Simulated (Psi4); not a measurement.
HF₂OS, charge +2, doublet, at a GFN2-xTB geometry of the parent state (a state made from the parent by changing its charge; the spin is typed, not shown lowest); MP2/6-31G in Psi4.

Here is a job for Psi4.
```
memory 2 GB

molecule mol {
2 2
O     1.292238   -0.536346    0.124384
S    -0.122331   -0.085726    0.462428
F    -0.980179   -0.706323   -0.735271
F    -0.164806    1.398706   -0.129337
H     1.924263   -0.569057   -0.612460
}

set {
  basis 6-31g
  reference uhf
}

energy('mp2')
print_variables()
```

Output, abridged:

```
    SCF Algorithm Type (re)set to DF.

   => Loading Basis Set <=

    Name: 6-31G
    Role: ORBITAL
    Keyword: BASIS

         ---------------------------------------------------------
                                   SCF
               by Justin Turney, Rob Parrish, Andy Simmonett
                          and Daniel G. A. Smith
                              UHF Reference
         ---------------------------------------------------------

  ==> Geometry <==

    Molecular point group: c1
    Full point group: C1

    Geometry (in Angstrom), charge = 2, multiplicity = 2:

       Center              X                  Y                   Z               Mass
    ------------   -----------------  -----------------  -----------------  -----------------
         O            1.327370210784    -0.550845158219     0.127478474964    15.994914619570
         S           -0.087198789216    -0.100225158219     0.465522474964    31.972071174400
         F           -0.945046789216    -0.720822158219    -0.732176525036    18.998403162730
         F           -0.129673789216     1.384206841781    -0.126242525036    18.998403162730
         H            1.959395210784    -0.583556158219    -0.609365525036     1.007825032230

  Running in c1 symmetry.

  Rotational constants: A =      0.26276  B =      0.24964  C =      0.15731 [cm^-1]
  Rotational constants: A =   7877.24456  B =   7484.14827  C =   4716.08852 [MHz]
  Nuclear repulsion =  200.663681280015567

  Charge       = 2
  Multiplicity = 2
  Electrons    = 41
  Nalpha       = 21
  Nbeta        = 20

  ==> Algorithm <==

  SCF Algorithm Type is DF.
  DIIS enabled.
  MOM disabled.
  Fractional occupation disabled.
  Guess Type is SAD.
  Energy threshold   = 1.00e-08
  Density threshold  = 1.00e-08
  Integral threshold = 1.00e-12

  ==> Primary Basis <==

  Basis Set: 6-31G
    Blend: 6-31G
    Number of shells: 24
    Number of basis functions: 42
    Number of Cartesian functions: 42
    Spherical Harmonics?: false
    Max angular momentum: 1

   => Loading Basis Set <=

    Name: (6-31G AUX)
    Role: JKFIT
    Keyword: DF_BASIS_SCF

  ==> Integral Setup <==

  SCF_SUBTYPE=INCORE selected. In-core MEM_DF algorithm will be used.
  Using in-core AOs.

  ==> MemDFJK: Density-Fitted J/K Matrices <==

    J tasked:                   Yes
    K tasked:                   Yes
    wK tasked:                   No
    Algorithm:                 Core
    Schwarz Cutoff:           1E-12
    Mask sparsity (%):       0.6803
    Fitting Condition:        1E-10

   => Auxiliary Basis Set <=

  Basis Set: (6-31G AUX)
    Blend: CC-PVDZ-JKFIT
    Number of shells: 117
    Number of basis functions: 398
    Number of Cartesian functions: 398
    Spherical Harmonics?: false
    Max angular momentum: 3

  Minimum eigenvalue in the overlap matrix is 2.7448808880E-02.
  Reciprocal condition number of the overlap matrix is 7.6656072564E-03.
    Using symmetric orthogonalization.

  ==> Pre-Iterations <==

  SCF Guess: Superposition of Atomic Densities via on-the-fly atomic UHF (no occupation information).

   -------------------------
    Irrep   Nso     Nmo
   -------------------------
     A         42      42
   -------------------------
    Total      42      42
   -------------------------

  ==> Iterations <==

                           Total Energy        Delta E     RMS |[F,P]|

   @DF-UHF iter SAD:  -671.45209809909602   -6.71452e+02   0.00000e+00
   @DF-UHF iter   1:  -670.11034206062254    1.34176e+00   1.40196e-02 DIIS/ADIIS
   @DF-UHF iter   2:  -670.32735875124172   -2.17017e-01   9.10451e-03 DIIS/ADIIS
   @DF-UHF iter   3:  -670.38689643586167   -5.95377e-02   2.26469e-03 DIIS/ADIIS
   @DF-UHF iter   4:  -670.39501334622253   -8.11691e-03   9.85256e-04 DIIS/ADIIS
   @DF-UHF iter   5:  -670.39900900814177   -3.99566e-03   5.77950e-04 DIIS/ADIIS
   @DF-UHF iter   6:  -670.40127646237147   -2.26745e-03   4.05994e-04 DIIS/ADIIS
   @DF-UHF iter   7:  -670.40314853339771   -1.87207e-03   3.12059e-04 DIIS/ADIIS
   @DF-UHF iter   8:  -670.40381200263869   -6.63469e-04   2.35674e-04 DIIS/ADIIS
   @DF-UHF iter   9:  -670.40456479273132   -7.52790e-04   2.34289e-04 DIIS/ADIIS
   @DF-UHF iter  10:  -670.40470147368228   -1.36681e-04   2.37788e-04 DIIS/ADIIS
   @DF-UHF iter  11:  -670.40370777114560    9.93703e-04   2.06581e-04 DIIS/ADIIS
   @DF-UHF iter  12:  -670.40250319870609    1.20457e-03   2.56155e-04 DIIS/ADIIS
   @DF-UHF iter  13:  -670.40407538266868   -1.57218e-03   2.69739e-04 DIIS/ADIIS
   @DF-UHF iter  14:  -670.40397189429416    1.03488e-04   2.58811e-04 DIIS/ADIIS
   @DF-UHF iter  15:  -670.40435247537744   -3.80581e-04   2.91879e-04 DIIS/ADIIS
   @DF-UHF iter  16:  -670.40215968171481    2.19279e-03   4.11490e-04 DIIS/ADIIS
   @DF-UHF iter  17:  -670.40178920986853    3.70472e-04   4.80040e-04 DIIS/ADIIS
   @DF-UHF iter  18:  -670.40297125355391   -1.18204e-03   2.63976e-04 DIIS/ADIIS
   @DF-UHF iter  19:  -670.40213509949569    8.36154e-04   4.21246e-04 DIIS/ADIIS
   @DF-UHF iter  20:  -670.40182418203983    3.10917e-04   4.74763e-04 DIIS/ADIIS
   @DF-UHF iter  21:  -670.40223782725525   -4.13645e-04   4.07501e-04 DIIS/ADIIS
   @DF-UHF iter  22:  -670.40245590611585   -2.18079e-04   3.63172e-04 DIIS/ADIIS
   @DF-UHF iter  23:  -670.40265394164408   -1.98036e-04   3.39614e-04 DIIS/ADIIS
   @DF-UHF iter  24:  -670.40293063991464   -2.76698e-04   3.20878e-04 DIIS/ADIIS
   @DF-UHF iter  25:  -670.40405148312334   -1.12084e-03   3.17220e-04 DIIS/ADIIS
   @DF-UHF iter  26:  -670.40369067129689    3.60812e-04   2.97145e-04 DIIS/ADIIS
   @DF-UHF iter  27:  -670.40352903723146    1.61634e-04   2.89798e-04 DIIS/ADIIS
   @DF-UHF iter  28:  -670.40368272851367   -1.53691e-04   2.98239e-04 DIIS/ADIIS
   @DF-UHF iter  29:  -670.40372647468257   -4.37462e-05   2.84453e-04 DIIS/ADIIS
   @DF-UHF iter  30:  -670.40340600403988    3.20471e-04   3.01947e-04 DIIS/ADIIS
   @DF-UHF iter  31:  -670.40287999723216    5.26007e-04   3.35045e-04 DIIS/ADIIS
[...]
   @DF-UHF iter  47:  -670.40322182412024    2.34704e-05   3.49753e-04 DIIS/ADIIS
   @DF-UHF iter  48:  -670.40339409915214   -1.72275e-04   3.34570e-04 DIIS/ADIIS
   @DF-UHF iter  49:  -670.40331256588877    8.15333e-05   3.27580e-04 DIIS/ADIIS
   @DF-UHF iter  50:  -670.40341567549399   -1.03110e-04   3.41838e-04 DIIS/ADIIS
   @DF-UHF iter  51:  -670.40456551891702   -1.14984e-03   2.90845e-04 DIIS/ADIIS
   @DF-UHF iter  52:  -670.40211708803281    2.44843e-03   3.30180e-04 DIIS/ADIIS
   @DF-UHF iter  53:  -670.40394794511087   -1.83086e-03   3.21105e-04 DIIS/ADIIS
   @DF-UHF iter  54:  -670.40410096078529   -1.53016e-04   3.24949e-04 DIIS/ADIIS
   @DF-UHF iter  55:  -670.40664464187034   -2.54368e-03   4.16174e-04 DIIS/ADIIS
   @DF-UHF iter  56:  -670.40656423236794    8.04095e-05   5.27861e-04 DIIS/ADIIS
   @DF-UHF iter  57:  -670.40506908239809    1.49515e-03   4.25220e-04 DIIS/ADIIS
   @DF-UHF iter  58:  -670.40386047096251    1.20861e-03   3.12595e-04 DIIS/ADIIS
   @DF-UHF iter  59:  -670.40261550438163    1.24497e-03   3.75442e-04 DIIS/ADIIS
   @DF-UHF iter  60:  -670.40408428206740   -1.46878e-03   3.67744e-04 DIIS/ADIIS
   @DF-UHF iter  61:  -670.40447990454027   -3.95622e-04   4.02147e-04 DIIS/ADIIS
   @DF-UHF iter  62:  -670.40471300213665   -2.33098e-04   4.16590e-04 DIIS/ADIIS
   @DF-UHF iter  63:  -670.40371425252260    9.98750e-04   3.50576e-04 DIIS/ADIIS
   @DF-UHF iter  64:  -670.40372439687769   -1.01444e-05   3.47840e-04 DIIS/ADIIS
   @DF-UHF iter  65:  -670.40377127855891   -4.68817e-05   3.41165e-04 DIIS/ADIIS
   @DF-UHF iter  66:  -670.40378384172652   -1.25632e-05   3.50076e-04 DIIS/ADIIS
   @DF-UHF iter  67:  -670.40393859492815   -1.54753e-04   3.77967e-04 DIIS/ADIIS
   @DF-UHF iter  68:  -670.40340026031129    5.38335e-04   3.39008e-04 DIIS/ADIIS
   @DF-UHF iter  69:  -670.40321669803484    1.83562e-04   3.10577e-04 DIIS/ADIIS
   @DF-UHF iter  70:  -670.40108387430132    2.13282e-03   6.38222e-04 DIIS/ADIIS
   @DF-UHF iter  71:  -670.40416025172146   -3.07638e-03   3.41363e-04 DIIS/ADIIS
   @DF-UHF iter  72:  -670.40440132304877   -2.41071e-04   3.47279e-04 DIIS/ADIIS
   @DF-UHF iter  73:  -670.40446113803887   -5.98150e-05   3.48625e-04 DIIS/ADIIS
   @DF-UHF iter  74:  -670.40390790611787    5.53232e-04   3.23263e-04 DIIS/ADIIS
   @DF-UHF iter  75:  -670.40356127571181    3.46630e-04   3.24653e-04 DIIS/ADIIS
   @DF-UHF iter  76:  -670.40358340158082   -2.21259e-05   3.25128e-04 DIIS/ADIIS
   @DF-UHF iter  77:  -670.40375409521789   -1.70694e-04   3.28897e-04 DIIS/ADIIS
   @DF-UHF iter  78:  -670.40394451659188   -1.90421e-04   3.42897e-04 DIIS/ADIIS
   @DF-UHF iter  79:  -670.40362322502608    3.21292e-04   3.28121e-04 DIIS/ADIIS
   @DF-UHF iter  80:  -670.40360384352687    1.93815e-05   3.40137e-04 DIIS/ADIIS
   @DF-UHF iter  81:  -670.40159381110618    2.01003e-03   5.92300e-04 DIIS/ADIIS
   @DF-UHF iter  82:  -670.40325135638602   -1.65755e-03   3.65384e-04 DIIS/ADIIS
   @DF-UHF iter  83:  -670.40331991482026   -6.85584e-05   3.85414e-04 DIIS/ADIIS
   @DF-UHF iter  84:  -670.40271104700287    6.08868e-04   3.94499e-04 DIIS/ADIIS
   @DF-UHF iter  85:  -670.40380521174870   -1.09416e-03   2.98422e-04 DIIS/ADIIS
   @DF-UHF iter  86:  -670.40345107010046    3.54142e-04   3.24232e-04 DIIS/ADIIS
   @DF-UHF iter  87:  -670.40314246508024    3.08605e-04   3.41811e-04 DIIS/ADIIS
   @DF-UHF iter  88:  -670.40330384475135   -1.61380e-04   3.32055e-04 DIIS/ADIIS
   @DF-UHF iter  89:  -670.40493254297121   -1.62870e-03   3.65185e-04 DIIS/ADIIS
   @DF-UHF iter  90:  -670.40356206927981    1.37047e-03   3.09693e-04 DIIS/ADIIS
   @DF-UHF iter  91:  -670.40346862364652    9.34456e-05   3.39724e-04 DIIS/ADIIS
   @DF-UHF iter  92:  -670.40410057099143   -6.31947e-04   2.96729e-04 DIIS/ADIIS
   @DF-UHF iter  93:  -670.40227199899005    1.82857e-03   3.72490e-04 DIIS/ADIIS
   @DF-UHF iter  94:  -670.40390563255596   -1.63363e-03   3.43083e-04 DIIS/ADIIS
   @DF-UHF iter  95:  -670.40398584798822   -8.02154e-05   3.55355e-04 DIIS/ADIIS
   @DF-UHF iter  96:  -670.40319368059602    7.92167e-04   5.27858e-04 DIIS/ADIIS
   @DF-UHF iter  97:  -670.40241796914029    7.75711e-04   4.87999e-04 DIIS/ADIIS
   @DF-UHF iter  98:  -670.40332315245041   -9.05183e-04   3.26940e-04 DIIS/ADIIS
   @DF-UHF iter  99:  -670.40345956078409   -1.36408e-04   2.95100e-04 DIIS/ADIIS
   @DF-UHF iter 100:  -670.40605640382421   -2.59684e-03   4.99526e-04 DIIS/ADIIS

PsiException: Could not converge SCF iterations in 100 iterations.

  Failed to converge.

Traceback (most recent call last):
  File "psi4", line 375, in <module>
  File "<string>", line 26, in <module>
  File "site-packages/psi4/driver/driver.py", line 533, in energy
  File "site-packages/psi4/driver/procrouting/proc.py", line 167, in select_mp2
  File "site-packages/psi4/driver/procrouting/proc.py", line 4366, in run_dfmp2
  File "site-packages/psi4/driver/procrouting/proc.py", line 2047, in scf_helper
  File "site-packages/psi4/driver/procrouting/scf_proc/scf_iterator.py", line 93, in scf_compute_energy
  File "site-packages/psi4/driver/procrouting/scf_proc/scf_iterator.py", line 86, in scf_compute_energy
  File "site-packages/psi4/driver/procrouting/scf_proc/scf_iterator.py", line 609, in scf_iterate

psi4.driver.p4util.exceptions.SCFConvergenceError: Could not converge SCF iterations in 100 iterations.

Printing out the relevant lines from the Psithon --> Python processed input file:
    H     1.924263   -0.569057   -0.612460
    ""","mol")
    core.IO.set_default_namespace("mol")
    core.set_global_option("BASIS", "6-31g")
    core.set_global_option("REFERENCE", "uhf")
--> energy('mp2')
    print_variables()

!-------------------------------------------------------!
!                                                       !
!  Could not converge SCF iterations in 100 iterations. !
!                                                       !
!-------------------------------------------------------!
```

The run did not converge; its last values are not results.
